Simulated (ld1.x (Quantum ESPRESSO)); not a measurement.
What the settings do to the ultrasoft potential of rhodium (Rh)

Base potential:

- Element: rhodium
- Generator: ld1.x (Quantum ESPRESSO) 7.5
- Type: ultrasoft
- Functional: BP86
- Relativity: non-relativistic
- Frozen core: [Ar] 3d10
- Valence charge: 17
- Reference configuration: 4s2 4p6 4d9 5s0 5p0
- Partial waves: 4s (bound): rcut 1.30, rcutus 1.60 bohr; 5s (bound, empty): rcut 1.30, rcutus 1.60 bohr; 4p (bound): rcut 1.50, rcutus 1.85 bohr; 5p (bound, empty): rcut 1.50, rcutus 1.85 bohr; 4d (bound): rcut 1.95, rcutus 2.10 bohr; 4d channel at 0.4 Ry: rcut 1.95, rcutus 2.10 bohr
- Local potential: all-electron potential smoothed inside 1.65 bohr (lloc = -1)
- Core correction: Bessel-smoothed model core inside 1.35 bohr
- Augmentation charge: PSQ, inside the norm-conserving radii

Cutoffs, loose and tight: the cutoffs (Ry, on a coarse ladder) from which the occupation-weighted sum of valence levels, in a spherical-Bessel basis at the reference potential, stays within 10 and 1 mRy of its value at 400 Ry. They do not see the model core or the augmentation charge, which bear on the density cutoff. Test errors are all-electron minus pseudo excitation energies from the reference, over the configurations 4s2 4p6 4d8 5s1 5p0; 4s2 4p6 4d8 5s0 5p0; 4s2 4p6 4d7 5s0 5p0; 4s2 4p6 4d8 5s0.5 5p0; 4s2 4p6 4d7 5s2 5p0; 4s2 4p6 4d8.5 5s0.5 5p0; 4s2 4p6 4d5 5s0 5p0. A dash means not determined; rows that change the core or the reference have their own tests. The largest error is taken over the tests solved by every variant that gives reliable tests at all: 4s2 4p6 4d8 5s0 5p0; 4s2 4p6 4d8 5s0.5 5p0; 4s2 4p6 4d8 5s1 5p0.

Cutoffs are not given where the Bessel-basis levels miss the radial ones by over 6 mRy, ghosts where they miss by over 20 mRy; a channel whose overlap is not positive is not tested.

A file whose overlap is not positive is unfit for use, and its test errors describe a broken file.

```tsv
change	outcome	cutoff, loose	cutoff, tight	bound ghosts	largest test error (meV)
base	generated, overlap not positive	–	–	not determined (overlap not positive)	+3.8
all radii but the core radius scaled by about 0.74 (s 1.18, p 1.38, d 1.56 bohr, rcut 0.96/1.12/1.44); local potential all-electron potential smoothed inside 1.22 bohr (lloc = -1)	generated	50 Ry	100 Ry	none	+1.6
all radii but the core radius scaled by about 0.83 (s 1.34, p 1.54, d 1.74 bohr, rcut 1.08/1.24/1.62); local potential all-electron potential smoothed inside 1.38 bohr (lloc = -1)	generated	40 Ry	80 Ry	none	test run stopped at test 1 of 7 (negative rho)
all radii but the core radius scaled by about 1.05 (s 1.68, p 1.94, d 2.20 bohr, rcut 1.36/1.56/2.04); local potential all-electron potential smoothed inside 1.72 bohr (lloc = -1)	generated, overlap not positive	–	–	not determined (overlap not positive)	-145
all radii but the core radius scaled by about 1.12 (s 1.80, p 2.08, d 2.36 bohr, rcut 1.46/1.68/2.18); local potential all-electron potential smoothed inside 1.86 bohr (lloc = -1)	generated, overlap not positive	–	–	not determined (overlap not positive)	+29
all radii but the core radius scaled by about 1.20 (s 1.92, p 2.22, d 2.52 bohr, rcut 1.56/1.80/2.34); local potential all-electron potential smoothed inside 1.98 bohr (lloc = -1)	generated, overlap not positive	–	–	not determined (overlap not positive)	test run stopped at test 1 of 7 (negative rho)
all radii but the core radius scaled by about 1.30 (s 2.08, p 2.40, d 2.72 bohr, rcut 1.68/1.94/2.52); local potential all-electron potential smoothed inside 2.14 bohr (lloc = -1)	generated, overlap not positive	–	–	not determined (overlap not positive)	test run stopped at test 1 of 7 (negative rho)
all radii but the core radius scaled by about 1.39 (s 2.22, p 2.56, d 2.92 bohr, rcut 1.80/2.08/2.70); local potential all-electron potential smoothed inside 2.28 bohr (lloc = -1)	generated	12 Ry	21 Ry	none	test run stopped at test 3 of 7 (negative rho), 2 before it not solved
```

Problem. What comes out with this change to the base: all radii but the core radius scaled by about 0.93 (s 1.48, p 1.72, d 1.96 bohr, rcut 1.20/1.40/1.82); local potential all-electron potential smoothed inside 1.54 bohr (lloc = -1)?

Solution. outcome: failed: chargeps: negative rho. Cause: the spherical valence density built from the smooth waves and the augmentation charge turned negative at some radius.

Reading the sweep of the scale of all radii but the core radius (base = 1) (base included, trends over the rows without a ghost): The generation fails at 0.93.
